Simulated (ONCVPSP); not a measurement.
**Before and after: ONCV potential for osmium (Os)**

| Property | Result |
| --- | --- |
| Element | osmium |
| Generator | ONCVPSP 4.0.1 |
| Type | optimised norm-conserving Vanderbilt (ONCV) |
| Functional | PBEsol |
| Relativity | scalar-relativistic |
| Frozen core | [Xe] 4f14 |
| Valence charge | 8 |
| Reference configuration | 5d6 6s1 6p1 |
| Partial waves | 6s: rc 2.15 bohr, ncon 4, nbas 8, qcut 2.5 1/bohr, 3 projectors, debl 1 Ha; 6p: rc 3.10 bohr, ncon 4, nbas 8, qcut 2.8 1/bohr, 3 projectors, debl 3.1 Ha; 5d: rc 1.65 bohr, ncon 4, nbas 8, qcut 6.4 1/bohr, 1 projector |
| Local potential | polynomial inside 1.20 bohr (lpopt 5, dvloc0 0 Ha) |
| Core correction | none |

Change: d: qcut 7.3.

Cutoffs: the cutoffs (Ha) at which the residual kinetic energy of the hardest occupied pseudo-wave falls to 1 and 0.1 mHa per electron; they do not see the model core or the augmentation charge, which bear on the density cutoff. Errors are all-electron minus pseudo energies relative to the spin-unpolarised reference configuration.

Predict the effect on cutoff, ghosts and configuration errors.

The potential gets neither clearly harder nor softer (16 Ha and 20 Ha → 17 Ha and 20 Ha); both files keep a bound ghost (s); the errors of the 3 common tests hardly move.

```csv
quantity,base,changed
"cutoff, loose",16 Ha,17 Ha
"cutoff, tight",20 Ha,20 Ha
loose cutoff by channel,"s 5.5 Ha, p 2.5 Ha, d 16 Ha","s 5.5 Ha, p 2.5 Ha, d 17 Ha"
bound ghosts,s,s
GHOST(+) flags under 300 eV,"p at 50.2 eV, s at 262.3 eV","p at 50.2 eV, s at 262.3 eV"
tests with a reliable result,3 of 4,3 of 4
"error for 5d6 6s2 6p0, meV [ΔE -5.12 eV]",+0.8,+0.8
"error for 5d6 6s1 6p0, meV [ΔE 4.50 eV]",-5.1,-5.1
"error for 5d6 6s0 6p0, meV [ΔE 21.44 eV]",-8.1,-8.3
s: phases at 2.18 bohr within 0.05 rad from the reference energy up to (Ha; the scan ends near 5),4.8,4.8
p: phases at 3.14 bohr within 0.05 rad from the reference energy up to (Ha; the scan ends near 5),1.5,1.5
d: phases at 1.68 bohr within 0.05 rad from the reference energy up to (Ha; the scan ends near 5),3.0,3.0
```

Base: The cutoffs count occupied waves only; projector 3 of the s channel, the hardest unoccupied one, needs 42 Ha at the loose tolerance. A true bound ghost makes a file unfit for plane-wave use even where its test errors are small: the radial tests pick states by their node count and pass the ghost by.
